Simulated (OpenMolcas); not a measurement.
Computed levels of 4f12 in ions with 66 electrons, in cm-1 above 3H6.

```yaml
Program: OpenMolcas 26.06
Method: CASSCF
Basis: ANO-R2
Scalar_Hamiltonian: X2C, finite nucleus
Spin-orbit_coupling: state interaction with AMFI integrals over the reference wave functions, term energies averaged over their components
```

Active space for each ion: 12 electrons in 7 orbitals (4f).

```json
{"Level": "3F4", "Er2+": "6270", "Yb4+": "7300"}
{"Level": "3H5", "Er2+": "7072", "Yb4+": "9664"}
{"Level": "3H4", "Er2+": "11554", "Yb4+": "15168"}
{"Level": "3F3", "Er2+": "14443", "Yb4+": "18268"}
{"Level": "3F2", "Er2+": "15791", "Yb4+": "19577"}
{"Level": "1G4", "Er2+": "19101", "Yb4+": "24989"}
{"Level": "1D2", "Er2+": "31234", "Yb4+": "37624"}
{"Level": "1I6", "Er2+": "37553", "Yb4+": "45225"}
{"Level": "3P1", "Er2+": "41470", "Yb4+": "49818"}
```

Task: Estimate 3H4, 3F4, 3F3 for Tm3+ from its neighbours Er2+ and Yb4+.

Result: 3H4 is fine structure, which grows about as the fourth power of a screened charge, so the fourth roots are averaged: ((11554^0.25 + 15168^0.25) / 2)^4 = 13269. The calculation gives 13279, so the estimate is off by -0.1 %; the measured value is 12547 (the list in Tchang-Brillet, Wyart, Meftah and Ait Mammar, Atoms 6, 52 (2018)).
3F4 is another term, which grows about linearly with the charge: (6270 + 7300) / 2 = 6785. The calculation gives 6818, so the estimate is off by -0.5 %.
3F3 is another term, which grows about linearly with the charge: (14443 + 18268) / 2 = 16356. The calculation gives 16302, so the estimate is off by +0.3 %; the measured value is 14410 (the list in Tchang-Brillet, Wyart, Meftah and Ait Mammar, Atoms 6, 52 (2018)).

Mixed levels, with the weight of the term that names them: Er2+ 3F4 (51 %), Er2+ 3H4 (60 %), Er2+ 1G4 (60 %), Er2+ 1D2 (65 %), Tm3+ 3F4 (53 %), Tm3+ 3H4 (59 %), Tm3+ 1G4 (58 %), Tm3+ 1D2 (60 %), Yb4+ 3F4 (55 %), Yb4+ 3H4 (57 %), Yb4+ 1G4 (56 %), Yb4+ 1D2 (56 %).

Some high roots are left out of the spin-orbit mixing, which shifts the levels that they would mix with. Without dynamic correlation excited terms often stand tens of per cent too high (terms of higher spin than the ground term too low), and those without a measured partner can miss by more than the paired ones. Computed and measured levels are paired by configuration, term and J; levels that our copy of the source lacks, or whose pairing is in doubt (as where it misses far off the trend of its configuration), stay unpaired and out of the deviations. Only configurations of the active space appear.
